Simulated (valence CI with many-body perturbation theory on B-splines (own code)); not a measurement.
Forbidden lines of La18+

Computed by configuration interaction combined with many-body perturbation theory (CI+MBPT): three valence electrons over a frozen Dirac-Fock core [Kr], radial functions for each j: 7 s, 7 p, 8 d, 6 f, 4 g, 1 h, with the one-electron correlation potential Σ1 (screened to all orders), the two-electron term Σ2, the three-electron term Σ3, Breit, model QED; selected single and double excitations, second order for the rest, scaled by the run's own slope (own B-spline code, finite nucleus).

No measured levels were compared; by estimate terms of the open shell hold to 2 to 4 % of their energy, and close levels can change places. The list stops below the first excitations out of the core.

Lines 1 to 50 of 71 in falling wavelength, among levels below 593880 cm⁻¹, chosen from the decays that carry over 1 % of a level's rate. Wavelengths and rates use the calculated energies, so an error of 2000 cm⁻¹ moves a line at 632.4 nm by 13 % and its rate by three times that or more. Weak lines are less certain than strong ones. Lines between different terms over intervals too small for the method are left out, as are lines whose strength nearly cancels. The highest levels of a list are the least certain.

Names give the largest LS component (configuration and term), which can be under half, so a name can repeat, a term be missing and a line seem to break the LS rules; names also repeat where a configuration has a term twice. Letters in brackets count levels of one name in rising energy.

```tsv
λ vac (nm)	Upper	Lower	Type	A (s⁻¹)	Branch %
1672	4d³ ⁴P_1/2	4d³ ⁴P_3/2	M1	5.83e+00	7.5
1479	4d³ ⁴F_9/2	4d³ ⁴F_7/2	M1	4.89e+00	100.0
782.5	4d³ ⁴F_7/2	4d³ ⁴F_5/2	M1	6.72e+01	100.0
647.0	4d³ ²D_5/2 [a]	4d³ ²D_3/2 [a]	M1	3.05e+01	4.7
632.4	4d³ ²G_9/2	4d³ ²H_11/2	M1	1.60e+01	1.4
560.9	4d³ ⁴P_3/2	4d³ ⁴F_5/2	M1	2.63e+01	8.9
548.2	4d³ ⁴F_5/2	4d³ ⁴F_3/2	M1	2.17e+02	100.0
534.1	4d³ ²H_11/2	4d³ ²H_9/2	M1	4.40e+01	20.5
530.7	4d³ ²P_3/2	4d³ ²D_5/2 [a]	M1	1.87e+01	1.4
421.0	4d³ ²H_9/2	4d³ ⁴F_9/2	M1	2.27e+02	52.4
409.0	4d³ ²F_5/2	4d³ ²D_3/2 [a]	M1	4.43e+00	1.1
404.9	4d³ ²D_5/2 [a]	4d³ ⁴P_5/2	M1	1.75e+01	2.7
378.7	4d³ ⁴P_5/2	4d³ ⁴P_3/2	M1	1.73e+02	76.1
359.2	4d³ ²G_7/2	4d³ ⁴F_7/2	M1	1.64e+02	22.5
353.2	4d³ ²D_5/2 [a]	4d³ ²G_7/2	M1	1.22e+01	1.9
337.1	4d³ ²D_3/2 [a]	4d³ ⁴P_1/2	M1	1.18e+02	8.5
333.7	4d³ ²P_3/2	4d³ ²P_1/2	M1	2.02e+02	14.7
327.7	4d³ ²H_9/2	4d³ ⁴F_7/2	M1	2.06e+02	47.5
317.9	4d³ ⁴P_5/2	4d³ ⁴F_7/2	M1	1.70e+01	7.5
296.8	4d³ ²F_5/2	4d³ ⁴P_5/2	M1	1.44e+02	34.9
294.1	4d³ ²P_1/2	4d³ ⁴P_1/2	M1	6.53e+02	94.6
291.5	4d³ ²P_3/2	4d³ ²D_3/2 [a]	M1	3.88e+02	28.3
289.5	4d³ ²G_9/2	4d³ ²H_9/2	M1	4.77e+02	42.6
280.5	4d³ ²D_3/2 [a]	4d³ ⁴P_3/2	M1	6.31e+02	45.8
277.2	4d³ ⁴P_3/2	4d³ ⁴F_3/2	M1	2.67e+02	91.0
271.3	4d³ ²F_7/2	4d³ ⁴P_5/2	M1	8.65e+00	2.1
268.7	4d³ ²G_9/2	4d³ ²G_7/2	M1	5.26e+02	46.9
268.0	4d³ ²F_5/2	4d³ ²G_7/2	M1	3.78e+01	9.2
259.8	4d³ ²D_3/2 [b]	4d³ ²P_3/2	M1	2.96e+01	1.9
250.1	4d³ ²P_1/2	4d³ ⁴P_3/2	M1	1.32e+01	1.9
247.1	4d³ ²F_7/2	4d³ ²G_7/2	M1	9.72e+01	23.8
246.2	4d³ ²G_7/2	4d³ ⁴F_5/2	M1	5.62e+02	77.4
237.8	4d³ ⁴P_1/2	4d³ ⁴F_3/2	M1	7.15e+01	91.6
235.4	4d³ ²H_11/2	4d³ ⁴F_9/2	M1	1.70e+02	79.4
230.1	4d³ ²D_5/2 [b]	4d³ ²P_3/2	M1	4.60e+01	1.7
229.7	4d³ ²P_3/2	4d³ ⁴P_5/2	M1	4.00e+02	29.2
226.1	4d³ ⁴P_5/2	4d³ ⁴F_5/2	M1	2.66e+01	11.8
206.9	4d³ ²D_3/2 [b]	4d³ ²F_5/2	M1	2.32e+02	15.2
199.4	4d³ ²D_5/2 [b]	4d³ ²F_7/2	M1	2.82e+02	10.5
195.7	4d³ ²D_5/2 [a]	4d³ ⁴P_3/2	M1	9.07e+01	13.9
187.6	4d³ ²D_5/2 [b]	4d³ ²F_5/2	M1	6.82e+02	25.3
187.0	4d³ ²D_3/2 [a]	4d³ ⁴F_5/2	M1	4.75e+02	34.4
178.1	4d³ ²D_5/2 [a]	4d³ ⁴F_7/2	M1	3.97e+02	61.0
174.4	4d³ ²D_3/2 [b]	4d³ ²D_5/2 [a]	M1	4.75e+02	31.2
171.6	4d³ ²G_9/2	4d³ ⁴F_9/2	M1	1.31e+01	1.2
166.4	4d³ ²F_5/2	4d³ ⁴P_3/2	M1	8.79e+01	21.3
162.5	4d³ ²F_7/2	4d³ ⁴F_9/2	M1	1.89e+02	46.2
160.1	4d³ ⁴P_5/2	4d³ ⁴F_3/2	M1	1.01e+01	4.5
153.7	4d³ ²G_9/2	4d³ ⁴F_7/2	M1	8.82e+01	7.9
153.5	4d³ ²F_5/2	4d³ ⁴F_7/2	M1	2.62e+01	6.4
```
